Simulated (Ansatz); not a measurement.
O₃W, singlet, at a GFN2-xTB geometry (such geometries of metal compounds can be far from the true shape) (core potentials on W). Base run: Ansatz (an electronic-structure program) with HF/def2-SV(P).

Input for Ansatz:
Ansatz 0.2 input:
```yaml
crystal:
  periodic: [false, false, false]
  atoms:
    - {symbol: W, position_ang: [0.00000000, -0.00000000, 0.00000000]}
    - {symbol: O, position_ang: [1.55326011, -0.32437699, -0.69267094]}
    - {symbol: O, position_ang: [-0.50238238, -0.83765245, 1.42953865]}
    - {symbol: O, position_ang: [-1.05087773, 1.16202943, -0.73686771]}
basis:
  gaussian:
    orbitals: def2-SV_P_.json
hamiltonian:
  xc: hf
```
The basis file holds def2-SV(P) in the JSON format of the Basis Set Exchange.

The bond that is stretched is that between atoms 4 and 1. A test that says stable can miss a lower solution.

Variants of this job, named by their change:

```json
[
 {"change": "base", "ΔE vs base (kcal/mol)": "0.000", "<S^2>": "0.000", "stability test says": "minimum (restricted orbitals)"},
 {"change": "spin_polarized = on; lower_state_search = off", "ΔE vs base (kcal/mol)": "0.000", "<S^2>": "0.000", "stability test says": "undecided (no full test)"},
 {"change": "spin_polarized = on; lower_state_search = standard", "ΔE vs base (kcal/mol)": "-27.26", "<S^2>": "1.963", "stability test says": "minimum"},
 {"change": "bond × 1.25", "ΔE vs base (kcal/mol)": "64.8", "<S^2>": "0.000", "stability test says": "minimum (restricted orbitals)"},
 {"change": "spin_polarized = on; lower_state_search = off; bond × 1.25", "ΔE vs base (kcal/mol)": "64.8", "<S^2>": "0.000", "stability test says": "undecided (no full test)"},
 {"change": "spin_polarized = on; lower_state_search = standard; bond × 1.25", "ΔE vs base (kcal/mol)": "-29.25", "<S^2>": "2.089", "stability test says": "minimum"},
 {"change": "bond × 1.5", "ΔE vs base (kcal/mol)": "123.6", "<S^2>": "0.000", "stability test says": "minimum (restricted orbitals)"},
 {"change": "spin_polarized = on; lower_state_search = off; bond × 1.5", "ΔE vs base (kcal/mol)": "132.1", "<S^2>": "0.000", "stability test says": "undecided (no full test)"},
 {"change": "spin_polarized = on; lower_state_search = standard; bond × 1.5", "ΔE vs base (kcal/mol)": "8.33", "<S^2>": "2.452", "stability test says": "minimum"},
 {"change": "bond × 1.8", "ΔE vs base (kcal/mol)": "130.0", "<S^2>": "0.000", "stability test says": "minimum (restricted orbitals)"},
 {"change": "spin_polarized = on; lower_state_search = off; bond × 1.8", "ΔE vs base (kcal/mol)": "130.1", "<S^2>": "0.000", "stability test says": "undecided (no full test)"},
 {"change": "spin_polarized = on; lower_state_search = standard; bond × 1.8", "ΔE vs base (kcal/mol)": "21.27", "<S^2>": "2.963", "stability test says": "minimum"},
 {"change": "bond × 2.2", "ΔE vs base (kcal/mol)": "133.0", "<S^2>": "0.000", "stability test says": "minimum (restricted orbitals)"},
 {"change": "spin_polarized = on; lower_state_search = off; bond × 2.2", "ΔE vs base (kcal/mol)": "138.0", "<S^2>": "0.000", "stability test says": "undecided (no full test)"},
 {"change": "spin_polarized = on; lower_state_search = standard; bond × 2.2", "ΔE vs base (kcal/mol)": "22.57", "<S^2>": "3.053", "stability test says": "minimum"},
 {"change": "bond × 3.0", "ΔE vs base (kcal/mol)": "135.1", "<S^2>": "0.000", "stability test says": "minimum (restricted orbitals)"},
 {"change": "spin_polarized = on; lower_state_search = off; bond × 3.0", "ΔE vs base (kcal/mol)": "136.6", "<S^2>": "0.000", "stability test says": "undecided (no full test)"},
 {"change": "spin_polarized = on; lower_state_search = standard; bond × 3.0", "ΔE vs base (kcal/mol)": "22.48", "<S^2>": "3.067", "stability test says": "minimum"}
]
```

Where a bond breaks into two radicals, a solution with restricted orbitals usually stops being the lowest and lies too high; an unrestricted one lies lower at the price of spin contamination, which <S^2> shows.
